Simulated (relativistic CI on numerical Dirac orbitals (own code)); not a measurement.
Ru⁵⁺: M2,3 absorption edge

Computed with this model: Dirac-Coulomb-Breit CI, orbitals from a KLI potential per configuration, model QED, valence Slater integrals scaled by 0.9, multiplet model of core-to-valence dipole absorption; configurations [Kr] 4d3 → [Ne] 3s2 3p5 3d10 4s2 4p6 4d4; 300 K; Lorentzian 3 eV and Gaussian 0.4 eV FWHM. Energies are those of the free ion, without screening or charge transfer. The branching ratio is the share of the lower-energy edge in the whole absorption, uncertain by about 0.02 where the edges overlap. S is read from ⟨S²⟩ = S(S + 1).

Field parameters in Wybourne normalisation: D4h B²₀ = −7Ds, B⁴₀ = 21(Dq − Dt), B⁴₄ = 21√(5/14) Dq; Oh B⁴₀ = 21Dq, B⁴₄ = √(5/14) B⁴₀; Td as Oh with Dq negative (B⁴₀ = 21Dq, B⁴₄ = √(5/14) B⁴₀). The field is a parameter set, without covalency.

Case Oh, 10Dq = 18000 cm⁻¹, the dichroism is that of the ground state at zero temperature, magnetised by exchange field 10 meV on Sz. The dichroism I(Δm = −1) − I(Δm = +1), over the sum of the three polarisations, integrates to -0.0253 on the lower edge and 0.0408 on the upper edge. The branching ratio is 0.744.

**Question.** Use the orbital sum rule with 7 holes to get ⟨Lz⟩.

**Answer.** For a p → d edge ⟨Lz⟩ = 2 × n_h × (sum of both integrals) in this sign convention = 0.22; the ground state itself has ⟨Lz⟩ = 0.31 and ⟨Sz⟩ = -1.49. The rule assumes one radial integral for both edges, which relativistic orbitals only approach.
